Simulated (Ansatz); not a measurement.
The first iterations of a band of ClHOZn + H4Si (9 atoms, charge 0, multiplicity 1).

The calculation used RKS revPBE-D4/def2-SVP (Ansatz).

| Quantity | Value |
| --- | --- |
| movable images | 8 |
| climbing image | no |
| spring | 5.0 eV/Å² |
| optimiser | quadratic models (default) |
| start path | through a guess of the saddle point |
| force threshold | 0.05 eV/Å |
| iteration limit | 60 |
| end points | relaxed |

First end point:

```xyz
9
Properties=species:S:1:pos:R:3
Zn -0.266 -1.518 1.092
Cl -0.868 -1.532 3.127
O 0.331 -1.629 -0.616
H 0.221 0.723 0.899
Si 0.241 1.303 -0.505
H -0.354 -1.961 -1.227
H 0.196 2.799 -0.320
H -1.002 0.885 -1.233
H 1.502 0.931 -1.216
```

Last end point:

```xyz
9
Properties=species:S:1:pos:R:3
Zn 0.432 -0.983 -0.507
Cl -1.179 -0.694 2.072
O 0.631 -2.773 -0.624
H -1.319 0.474 1.504
Si 0.354 1.364 -0.651
H 0.194 -3.224 0.122
H 1.526 2.039 0.018
H -0.871 1.861 0.106
H 0.232 1.937 -2.040
```

| iteration | highest image above the first end (eV) | largest band force component (eV/Å) |
| --- | --- | --- |
| 1 | 4.592 | 25.843 |
| 2 | 1.726 | 5.088 |
| 3 | 1.545 | 2.338 |
| 4 | 1.573 | 1.055 |
| 5 | 1.509 | 0.691 |
| 6 | 1.473 | 0.362 |
| 7 | 2.342 | 4.287 |
| 8 | 1.423 | 3.112 |
| 9 | 1.413 | 2.193 |
| 10 | 1.387 | 0.796 |
| 11 | 1.474 | 0.268 |
| 12 | 1.721 | 0.318 |
| 13 | 1.729 | 0.401 |
| 14 | 1.707 | 0.460 |
| 15 | 1.570 | 0.669 |
| 16 | 1.365 | 0.899 |
| 17 | 1.388 | 0.809 |
| 18 | 1.471 | 0.481 |
| 19 | 1.544 | 0.424 |
| 20 | 1.540 | 0.180 |

Question: Does the band converge within its limit, and where does its top end?

Answer: It did not converge within its limit. It ended after 60 iterations with the highest image 1.377 eV above the first end. The band didn't meet its force threshold, so its energies are provisional: the largest band force was still 0.51 eV/Å, and over the last iterations the top moved between 1.38 and 1.50 eV. The orbitals stay closed-shell, which can raise the energy where a bond breaks towards radicals; this wasn't checked here.

Time of the run: 13 min on 2 threads of Arm Neoverse V2, with other jobs on the host, peak memory 0.16 GiB.
